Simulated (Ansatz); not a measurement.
Relaxation of (F)3Sn-S-SiH3 (SiSnH₃SF₃) with RKS PBE-D4/def2-SVP.

```sh
$ ansatz run in.yaml --threads 2 --pin off --events-out ev --progress --plain --max-ram 32768MiB --backend cpu
```

```yaml
crystal:
  periodic: [false, false, false]
  atoms:
    - {symbol: Sn, position_ang: [1.557990, -0.068780, 0.691600]}
    - {symbol: F, position_ang: [1.367420, -1.192670, -0.977670]}
    - {symbol: F, position_ang: [3.373400, 0.769320, 0.645960]}
    - {symbol: F, position_ang: [1.682580, -1.432370, 2.148240]}
    - {symbol: S, position_ang: [-0.398620, 1.312670, 0.759840]}
    - {symbol: Si, position_ang: [-1.717240, 0.254800, -0.658890]}
    - {symbol: H, position_ang: [-1.102930, 0.388170, -1.971100]}
    - {symbol: H, position_ang: [-1.856020, -1.106530, -0.162620]}
    - {symbol: H, position_ang: [-2.906570, 1.075390, -0.475370]}
basis:
  gaussian: {orbitals: def2-SVP}
hamiltonian: {xc: pbe, dispersion: d4}
scf: {lower_state_search: "off"}
output: {orbitals: {seedname: orbitals}}
relax: {f_tol: 0.02, max_steps: 100}
```

Run time 17 s (2 threads of AMD EPYC 7R13 on a shared host).

Positions (Å) and forces (eV/Å) at steps 1, 2, 3, 4, 6, 7, 9, 10, 11 of 11:

```xyz
9
step=1 energy=-32718.1567 eV
Sn    1.558   -0.069    0.692    0.870   -1.219   -0.396
F     1.367   -1.193   -0.978    0.092    0.785    1.094
F     3.373    0.769    0.646   -1.206   -0.468    0.041
F     1.683   -1.432    2.148   -0.041    0.862   -0.824
S    -0.399    1.313    0.760    0.171    0.229    0.239
Si   -1.717    0.255   -0.659    0.994    0.336    0.624
H    -1.103    0.388   -1.971    0.101   -0.083   -0.807
H    -1.856   -1.107   -0.163   -0.233   -0.783    0.048
H    -2.907    1.075   -0.475   -0.749    0.342   -0.018
9
step=2 energy=-32718.3642 eV
Sn    1.493   -0.108    0.663    0.253    0.036    0.245
F     1.286   -1.164   -0.963   -0.052    0.042    0.039
F     3.226    0.760    0.616    0.019   -0.023   -0.051
F     1.652   -1.400    2.104   -0.015    0.001   -0.055
S    -0.340    1.411    0.856   -0.044   -0.359   -0.302
Si   -1.572    0.273   -0.595   -0.271    0.274   -0.010
H    -1.087    0.336   -2.005    0.173    0.077   -0.015
H    -1.812   -1.146   -0.202    0.121   -0.114    0.159
H    -2.845    1.038   -0.474   -0.184    0.067   -0.011
9
step=3 energy=-32718.4016 eV
Sn    1.543   -0.110    0.695   -0.136    0.049   -0.014
F     1.298   -1.152   -0.930    0.002   -0.054   -0.052
F     3.279    0.744    0.618    0.035    0.023   -0.006
F     1.700   -1.413    2.121    0.019   -0.021    0.043
S    -0.342    1.362    0.818   -0.060   -0.028   -0.043
Si   -1.637    0.288   -0.620    0.128   -0.021    0.037
H    -1.093    0.372   -2.013   -0.017    0.004    0.042
H    -1.820   -1.136   -0.184    0.003    0.036   -0.031
H    -2.927    1.046   -0.506    0.026    0.012    0.024
9
step=4 energy=-32718.4043 eV
Sn    1.528   -0.111    0.690   -0.005   -0.004    0.005
F     1.291   -1.162   -0.935   -0.003   -0.009    0.007
F     3.263    0.749    0.612   -0.002   -0.002   -0.011
F     1.693   -1.410    2.121    0.008    0.006    0.002
S    -0.347    1.366    0.820   -0.028   -0.017   -0.016
Si   -1.626    0.286   -0.617    0.040    0.018    0.020
H    -1.082    0.373   -2.008   -0.005    0.007    0.004
H    -1.808   -1.138   -0.187    0.001    0.003   -0.012
H    -2.912    1.047   -0.495   -0.005   -0.003   -0.001
9
step=6 energy=-32718.4074 eV
Sn    1.517   -0.129    0.713    0.008    0.014   -0.001
F     1.223   -1.233   -0.868    0.011    0.001    0.013
F     3.243    0.737    0.535   -0.016   -0.022   -0.004
F     1.741   -1.367    2.191    0.003    0.020   -0.019
S    -0.360    1.349    0.839    0.030    0.011    0.057
Si   -1.610    0.301   -0.633   -0.038   -0.045   -0.068
H    -1.086    0.480   -2.025    0.002    0.002    0.021
H    -1.746   -1.150   -0.284   -0.008    0.019    0.002
H    -2.921    1.012   -0.468    0.008    0.001   -0.002
9
step=7 energy=-32718.4079 eV
Sn    1.515   -0.129    0.717    0.027   -0.005   -0.014
F     1.227   -1.246   -0.856   -0.005    0.012    0.015
F     3.242    0.731    0.523   -0.019   -0.006   -0.003
F     1.754   -1.358    2.199   -0.007    0.017   -0.007
S    -0.365    1.344    0.845    0.015   -0.011    0.039
Si   -1.614    0.302   -0.637   -0.016   -0.017   -0.044
H    -1.084    0.497   -2.024   -0.004   -0.010    0.020
H    -1.749   -1.152   -0.299   -0.002    0.020    0.000
H    -2.926    1.011   -0.467    0.011   -0.001   -0.005
9
step=9 energy=-32718.4105 eV
Sn    1.508   -0.148    0.747    0.088   -0.016    0.059
F     1.141   -1.304   -0.783    0.020    0.006    0.026
F     3.169    0.790    0.370   -0.122   -0.069    0.028
F     1.940   -1.312    2.245   -0.025    0.086   -0.117
S    -0.450    1.205    0.999   -0.025   -0.039   -0.065
Si   -1.612    0.302   -0.651    0.039    0.031    0.041
H    -0.933    0.522   -1.970   -0.036   -0.017    0.049
H    -1.875   -1.150   -0.386    0.009    0.045   -0.024
H    -2.887    1.095   -0.570    0.051   -0.026    0.002
9
step=10 energy=-32718.4112 eV
Sn    1.497   -0.149    0.738    0.083    0.010    0.052
F     1.158   -1.310   -0.793   -0.010    0.020    0.020
F     3.162    0.785    0.389   -0.037   -0.024   -0.001
F     1.908   -1.314    2.235   -0.013    0.020   -0.035
S    -0.439    1.233    0.982    0.008   -0.071   -0.066
Si   -1.602    0.303   -0.646   -0.059    0.044    0.015
H    -0.956    0.519   -1.980    0.005    0.001    0.031
H    -1.846   -1.151   -0.379    0.013    0.021    0.002
H    -2.881    1.082   -0.545    0.011   -0.021   -0.017
9
step=11 energy=-32718.4124 eV
Sn    1.505   -0.150    0.745   -0.018    0.006   -0.006
F     1.155   -1.312   -0.782    0.000    0.000    0.002
F     3.163    0.784    0.379    0.005    0.004   -0.001
F     1.924   -1.310    2.240    0.003   -0.003    0.007
S    -0.443    1.217    0.984    0.011   -0.009   -0.001
Si   -1.609    0.306   -0.648   -0.002   -0.002   -0.002
H    -0.951    0.526   -1.974    0.000    0.002    0.002
H    -1.856   -1.148   -0.389   -0.001    0.003    0.000
H    -2.887    1.086   -0.554    0.002   -0.001    0.000
```

In the def2 sets Sn takes a core potential; there is no spin–orbit coupling.
